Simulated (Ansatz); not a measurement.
Total energies of Cu(AsH3)(N(SiH3)2) (CuSi2AsNH9) from Ansatz at PBE-D4/def2-TZVP, gas phase (1 Eh = 27.2114 eV = 2625.5 kJ/mol). The reference geometry is relaxed at r2SCAN-D4/def2-SVP.

```xyz
14

Cu   -0.771   -0.492    0.018
As   -2.650   -1.701    0.025
H    -3.817   -1.268   -0.831
H    -3.428   -1.921    1.303
H    -2.613   -3.145   -0.419
N     0.773    0.497   -0.003
Si    2.224   -0.344    0.397
Si    0.608    2.163   -0.416
H     3.251   -0.322   -0.701
H     1.913   -1.788    0.672
H     2.911    0.191    1.622
H     1.048    3.099    0.675
H    -0.834    2.475   -0.699
H     1.385    2.556   -1.642
```

| state | geometry | energy (Eh) |
| --- | --- | --- |
| charge 0 singlet | reference | -4514.69470 |
| charge 1 doublet | reference | -4514.41359 |
| charge 0 triplet | relaxed at r2SCAN-D4/def2-SVP | -4514.59665 |
| free Cu atom (doublet) | – | -1640.24447 |
| free As atom (quartet) | – | -2235.47024 |
| free H atom (doublet) | – | -0.49962 |
| free N atom (quartet) | – | -54.53214 |
| free Si atom (triplet) | – | -289.22285 |

(1) Work out the vertical ionisation energy to the doublet.

(2) Which of the charge 0 states is lowest, and how far above it are the others?

(3) What is the binding energy per atom against free atoms?

(1) E(charge 1 doublet) − E(charge 0 singlet) = -4514.41359 − (-4514.69470) = 0.28111 Eh = 7.65 eV. For comparison, −ε of the highest occupied level is 5.04 eV at this level, 2.61 eV less.

(2) The singlet. triplet: -4514.59665 − (-4514.69470) = 0.09805 Eh = 257.4 kJ/mol.

(3) Atoms: 1 × (-1640.24447) + 1 × (-2235.47024) + 9 × (-0.49962) + 1 × (-54.53214) + 2 × (-289.22285) = -4513.18913 Eh. Binding: -4513.18913 − (-4514.69470) = 1.50557 Eh = 40.97 eV, or 2.93 eV for each of 14 atoms (no zero-point energy, no counterpoise term).
